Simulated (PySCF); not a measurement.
The dipole of `c1cc([SiH]2CC2)ccn1` from its density and from atomic charges.

Coordinates (GFN2-xTB, Å) and charges (e) from the PBE0/pcSseg-1 density (PySCF):

```csv
atom,x,y,z,Mulliken,IAO,Hirshfeld,ESP-fitted
C1,-2.730,-1.152,-0.475,+0.1759,-0.0090,+0.0175,+0.5388
C2,-1.371,-1.417,-0.448,-0.1824,-0.1758,-0.0535,-0.6444
C3,-0.482,-0.392,-0.134,-0.3031,-0.2406,-0.0775,+0.6101
Si4,1.366,-0.697,-0.090,+0.7242,+0.7788,+0.3236,-0.0761
C5,2.522,0.756,-0.423,-0.4743,-0.5214,-0.1675,-0.3474
C6,2.422,0.366,1.056,-0.4734,-0.5216,-0.1676,-0.3387
C7,-1.035,0.858,0.139,-0.1527,-0.1683,-0.0489,-0.8402
C8,-2.408,1.018,0.083,+0.1669,-0.0095,+0.0174,+0.6229
N9,-3.245,0.038,-0.217,-0.4089,-0.2752,-0.1614,-0.7262
H10,-3.446,-1.928,-0.715,+0.1048,+0.1568,+0.0519,+0.0233
H11,-1.006,-2.410,-0.668,+0.0869,+0.1525,+0.0508,+0.2027
H12,1.790,-2.048,-0.420,-0.0494,-0.0988,-0.0593,+0.0647
H13,3.479,0.576,-0.891,+0.1484,+0.1581,+0.0432,+0.1682
H14,2.126,1.725,-0.691,+0.1491,+0.1540,+0.0416,+0.1304
H15,3.317,-0.050,1.493,+0.1484,+0.1581,+0.0433,+0.1660
H16,1.962,1.093,1.711,+0.1491,+0.1543,+0.0416,+0.1291
H17,-0.401,1.695,0.391,+0.0875,+0.1508,+0.0528,+0.3146
H18,-2.868,1.977,0.289,+0.1033,+0.1569,+0.0519,+0.0022
```

**Question.** What dipole does each set of charges give (1 e·Å = 4.803 D), and what does the density give?

**Answer.** The full density gives (1.95, -0.34, 0.05) D, 1.98 D in size; dipole vectors point from the negative to the positive end.

```tsv
scheme	μx	μy	μz	size (D)	share of the full size (%)	angle to the full dipole (°)
Mulliken	1.90	-1.43	-0.24	2.39	121	28
IAO	1.35	-1.55	-0.31	2.08	105	40
Hirshfeld	0.80	-0.61	-0.10	1.01	51	28
ESP-fitted	1.97	-0.33	0.06	2.00	101	1
```

**Question.** Which set comes closest?

**Answer.** Length of the difference vector: ESP-fitted 0.03 D, Mulliken 1.13 D, Hirshfeld 1.19 D, IAO 1.40 D. Closest: ESP-fitted. The schemes that divide the density aren't constrained to reproduce the dipole.

**Question.** What is left for the Hirshfeld atoms' own dipoles?

**Answer.** The Hirshfeld atoms' densities add up to the full density, so μ = Σ q r + Σ (atomic dipoles). The atomic dipoles sum to (1.95, -0.34, 0.05) − (0.80, -0.61, -0.10) = (1.15, 0.27, 0.15) D, 1.19 D in size.

**Question.** With the origin at the mean of the coordinates, (0.000, 0.000, -0.001) Å, which are the largest single terms, by size, of the ESP-fitted dipole along the direction of the full one?

**Answer.** N9 +11.19, C8 -7.61, C1 -6.47, C7 +4.69, C5 -3.91 D; all 18 atoms together +2.00 D. The single terms depend on the origin, their sum doesn't.

**Question.** Give the size of the full dipole in other units.

**Answer.** 1.98 D = 0.777 au = 0.411 e·Å = 6.59 × 10⁻³⁰ C·m.

The structure is a single GFN2-xTB conformer in the gas phase; no vibrational or solvent corrections.

These values come from a run that also computed NMR shieldings. On an Arm Neoverse N1 with one thread, on a shared host, this took 73 s (grids of density and orbitals included) and 0.92 GiB of memory at its peak.

The values belong to the conformer `[cH:1]1[cH:2][c:3]([SiH:4]2[CH2:5][CH2:6]2)[cH:7][cH:8][n:9]1`: C2–C3–Si4–C5 153°.
